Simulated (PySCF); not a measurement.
C3H2F3, SMILES C=C(F)[C](F)F, multiplicity 2. Atoms are numbered in the order given.

```xyz
8

C     -1.0815    -1.5733     0.0000
C      0.0053    -0.7293     0.0000
F      1.2482    -1.2395     0.0000
C     -0.0444     0.6600     0.0000
F     -1.1806     1.3250     0.0000
F      1.0146     1.4341     0.0000
H     -2.0930    -1.1700     0.0000
H     -0.9233    -2.6513     0.0000
```
Charge 0, spin multiplicity 2.

Geometry: B3LYP-D3(BJ)/def2-SVP. The isomer is the one that the SMILES or the coordinates give; other isomers of the formula were not compared. Other conformers were not sampled.

These are PySCF with r2SCAN/def2-TZVP values and carry that method's errors.

ESP charges are fitted to the potential on shells at 1.4 to 2.0 van der Waals radii. Atomic charges (e):

```tsv
atom	Löwdin	meta-Löwdin	ESP fit	Mulliken	Mulliken spin
C1	-0.17	-0.32	-0.61	-0.34	0.74
C2	-0.37	0.22	0.22	0.15	-0.28
F3	0.20	-0.26	-0.15	-0.20	-0.02
C4	-0.41	0.49	0.28	0.38	0.55
F5	0.24	-0.22	-0.11	-0.16	0.04
F6	0.25	-0.21	-0.11	-0.14	0.05
H7	0.14	0.15	0.23	0.15	-0.03
H8	0.13	0.15	0.26	0.16	-0.04
```

Q: Give the Mayer and Wiberg (Löwdin basis) orders of the bonds. (Estimate from the structure and the level; the computed values follow.)

A: 
```
bond   Mayer  Wiberg
-----  -----  ------
C1–C2   1.42    1.79
C2–F3   1.03    1.70
C2–C4   1.40    1.55
C4–F5   1.12    1.83
C4–F6   1.14    1.86
C1–H7   0.95    0.89
C1–H8   0.95    0.89
```
